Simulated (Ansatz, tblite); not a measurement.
Removing and adding an electron: FeO3(NH) (FeNO₃H). The state is a singlet with charge 0. Geometry: PBE-D4/def2-SVP. Ansatz, gas phase; energy differences of separate SCF runs; the oxidised species was run as a doublet alone; the reduced species was run as a doublet alone.

Cartesian coordinates in Å:
```
Fe 0.0190 0.3650 0.1830
O 0.2421 -0.2163 1.6531
O 0.9228 1.6324 -0.0883
O -1.5330 0.6985 0.0128
N 0.4511 -0.7988 -0.9336
H -0.1021 -1.6807 -0.8271
```

The xTB rows come from tblite. The order of the spin states hangs on the level: the triplet lies 0.58 eV below the singlet at PBE0-D4/def2-TZVP, but 0.55 eV above it at PBE-D4/def2-TZVP. The singlet is doubtful at PBE0-D4/def2-TZVP (restricted singlet with a triplet 0.58 eV lower at the same geometry).

```json
{"level": "GFN1-xTB", "−HOMO (eV)": "15.31", "vertical IE (eV)": "19.15", "−LUMO (eV)": "14.36", "vertical EA (eV)": "10.50", "HOMO–LUMO gap (eV)": "0.95", "IE − EA (eV)": "8.65", "remarks": "–"}
{"level": "GFN2-xTB", "−HOMO (eV)": "12.69", "vertical IE (eV)": "16.38", "−LUMO (eV)": "10.83", "vertical EA (eV)": "7.27", "HOMO–LUMO gap (eV)": "1.86", "IE − EA (eV)": "9.10", "remarks": "–"}
{"level": "PBE-D4/def2-TZVP", "−HOMO (eV)": "7.50", "vertical IE (eV)": "10.82", "−LUMO (eV)": "6.61", "vertical EA (eV)": "–", "HOMO–LUMO gap (eV)": "0.89", "IE − EA (eV)": "–", "remarks": "restricted SCF unstable in HF (singlet), spin-contaminated (⟨S²⟩ 0.88) (+1 doublet)"}
{"level": "PBE-D4/def2-TZVPD", "−HOMO (eV)": "7.55", "vertical IE (eV)": "–", "−LUMO (eV)": "6.66", "vertical EA (eV)": "3.40", "HOMO–LUMO gap (eV)": "0.89", "IE − EA (eV)": "–", "remarks": "restricted SCF unstable in HF (singlet), spin-contaminated (⟨S²⟩ 0.84) (-1 doublet)"}
```

Run but left out: r2SCAN-D4/def2-TZVP (charge +1 doublet: ⟨S²⟩ 1.26, where a pure state has 0.75); PBE0-D4/def2-TZVP (singlet: restricted singlet with a triplet 0.58 eV lower at the same geometry); r2SCAN-D4/def2-TZVPD, PBE0-D4/def2-TZVPD (charge -1 doublet: ⟨S²⟩ 1.22 to 1.51, where a pure state has 0.75).   Raw xTB energy differences between charge states are shifted by several eV; the methods need an empirical correction for them.
